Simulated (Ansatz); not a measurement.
Geometry optimisation, RKS B3LYP-D4/def2-SVP in Ansatz.

Input file:

```yaml
crystal:
  periodic: [false, false, false]
  atoms:
    - { symbol: Ge, position_ang: [-0.213892, 0.375031, -0.000864] }
    - { symbol: O, position_ang: [-0.626225, 0.489198, 1.707615] }
    - { symbol: H, position_ang: [-0.58663, -0.34833, 2.186574] }
    - { symbol: F, position_ang: [1.495168, 0.54245, -0.232259] }
    - { symbol: H, position_ang: [-0.935782, 1.437532, -0.819821] }
    - { symbol: F, position_ang: [-0.584418, -1.221463, -0.584292] }
    - { symbol: Si, position_ang: [1.499344, -2.429329, 1.264784] }
    - { symbol: H, position_ang: [0.540814, -3.560806, 1.135614] }
    - { symbol: H, position_ang: [2.156623, -2.150878, -0.0353] }
    - { symbol: H, position_ang: [2.524814, -2.766972, 2.296888] }
    - { symbol: H, position_ang: [0.785482, -1.234932, 1.74546] }
basis:
  gaussian: { orbitals: def2-SVP }
hamiltonian:
  xc: b3lyp
  dispersion: d4
relax:
  f_tol: 0.03
  max_steps: 50
```

Command:

```bash
$ ansatz run input.yaml --threads 4 --pin off --max-ram 5120MiB --backend cpu --events-out ev --progress --plain --runs-dir out
```

Question: Where does it end, and by what steps?

Answer: The forces met the threshold. The force dipped under the threshold on the way, but the program's further checks kept it going. After 12 steps the energy has fallen by 0.228 eV; H3 moved furthest, 0.58 Å.

```csv
step,energy less start (eV),largest force component (eV/Å),accepted
0,0.0000,0.547,yes
1,-0.1587,0.187,yes
2,-0.2001,0.285,yes
3,-0.2111,0.292,yes
4,-0.2165,0.187,yes
5,-0.2187,0.298,yes
6,-0.2214,0.246,yes
7,-0.2256,0.009,yes
8,-0.2266,0.091,yes
9,-0.2272,0.044,yes
10,-0.2277,0.025,yes
11,-0.2280,0.021,yes
12,-0.2282,0.018,yes
```

```xyz
11
Properties=species:S:1:pos:R:3
Ge -0.370 0.520 -0.105
O -0.783 0.686 1.587
H -0.251 0.120 2.168
F 1.284 0.970 -0.357
H -1.312 1.319 -0.992
F -0.386 -1.166 -0.532
Si 1.575 -2.672 1.362
H 0.572 -3.661 0.888
H 2.321 -2.068 0.228
H 2.527 -3.331 2.300
H 0.879 -1.586 2.119
```

Whether the end is a true minimum wasn't checked by a vibrational analysis.

The run took 26 s on 4 threads of Arm Neoverse V2, with other jobs on the host, peak memory 0.3 GiB.
